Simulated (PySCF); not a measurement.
# Computed NMR parameters against published values

Structure with atom numbers: `[CH3:1][O:2][C:3](=[O:4])[c:5]1[cH:6][cH:7][cH:8][cH:9][n:10]1` (H(Xn): hydrogen on atom n).

[PySCF 2.14: σ from GIAO-PBE0/pcSseg-1; structure optimised with PBE0-D3(BJ)/def2-SVP; isolated molecule; non-relativistic; fast rotation and ring inversion assumed for equivalent nuclei; a single conformation]

Reference values: estimated from measurements, as parent shift plus tabulated substituent increment (solution, not stated per compound (mostly CDCl3 or CCl4); Pretsch, Buehlmann, Badertscher, Structure Determination of Organic Compounds, 4th ed. (2009)).
```json
{"atoms": "C9", "quantity": "δ ¹³C", "reference": "149.8", "computed": "154.7", "computed, scaled": "148.9"}
{"atoms": "C5", "quantity": "δ ¹³C", "reference": "148.1", "computed": "152.5", "computed, scaled": "146.8"}
{"atoms": "C7", "quantity": "δ ¹³C", "reference": "137.0", "computed": "141.5", "computed, scaled": "136.1"}
{"atoms": "C8", "quantity": "δ ¹³C", "reference": "127.0", "computed": "131.6", "computed, scaled": "126.5"}
{"atoms": "C6", "quantity": "δ ¹³C", "reference": "125.2", "computed": "131.5", "computed, scaled": "126.5"}
{"atoms": "H(C9)", "quantity": "δ ¹H", "reference": "8.76", "computed": "8.83", "computed, scaled": "8.60"}
{"atoms": "H(C6)", "quantity": "δ ¹H", "reference": "8.16", "computed": "8.44", "computed, scaled": "8.22"}
{"atoms": "H(C7)", "quantity": "δ ¹H", "reference": "7.86", "computed": "7.87", "computed, scaled": "7.68"}
{"atoms": "H(C8)", "quantity": "δ ¹H", "reference": "7.52", "computed": "7.32", "computed, scaled": "7.16"}
```

Computed shifts are σ(ref) − σ with the named reference compound (TMS for H and C) calculated as an isolated molecule at the same level. The measured values may be among those fitted. Shieldings were converted by linear fits to measured shifts (mostly CDCl3, TMS scale, for H and C): ¹³C: δ = 177.62 − 0.967σ (rms 1.9 ppm, 903 shifts, 2.3 ppm with the 23 outliers that the fit left out); ¹H: δ = 29.91 − 0.950σ (rms 0.21 ppm, 511 shifts, 0.22 ppm with the 3 outliers that the fit left out). Occasional misses reach two or three times the rms, and more in compound classes unlike the fitted ones.

Question: How far are the unscaled ¹³C shifts from the references?

Answer: Mean signed difference +4.94 ppm, mean absolute 4.94 ppm over 5 comparisons; the largest is +6.3 ppm at C6 (aromatic CH).

Question: How far are the unscaled ¹H shifts from the references?

Answer: Mean signed difference +0.04 ppm, mean absolute 0.14 ppm over 4 comparisons; the largest is +0.28 ppm at H(C6) (hydrogen on an aromatic CH).

9 of the 18 published NMR values on file for this molecule are compared.
